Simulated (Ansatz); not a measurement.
Cl$_{3}$H$_{3}$InN (`[NH3+][In-]([Cl])([Cl])[Cl]`), relaxed with RKS PBE0-D4/def2-TZVP in the Gaussian-basis code of Ansatz from a PBE-D4/def2-SVP geometry. The force threshold is 0.005 eV/Å; the program also tests the step.

Total charge 0; spin multiplicity 1. In: def2 effective core potential.

Start:

```xyz
8

N    -1.055   -0.284   -0.332
In    1.088    0.293    0.342
Cl    0.490    1.421    2.340
Cl    1.961   -1.905    0.511
Cl    1.670    1.593   -1.552
H    -1.266    0.136   -1.248
H    -1.747    0.053    0.352
H    -1.142   -1.307   -0.411
```

```
        step  energy (eV)  largest force (eV/Å)  largest move (Å)
           1  -44274.1787                 0.567             0.000
           2  -44274.2300                 0.204             0.061
3 (rejected)  -44274.2291                 0.399             0.029
           4  -44274.2359                 0.021             0.014
           5  -44274.2361                 0.003             0.007
```

End:

```xyz
8

N    -1.049   -0.282   -0.330
In    1.063    0.286    0.335
Cl    0.502    1.398    2.301
Cl    1.945   -1.861    0.506
Cl    1.659    1.568   -1.515
H    -1.255    0.131   -1.234
H    -1.731    0.052    0.343
H    -1.134   -1.291   -0.406
```

Hardware: 4 threads of an Intel Xeon on a shared host. Wall time 2.1 min, peak host memory 0.74 GiB.
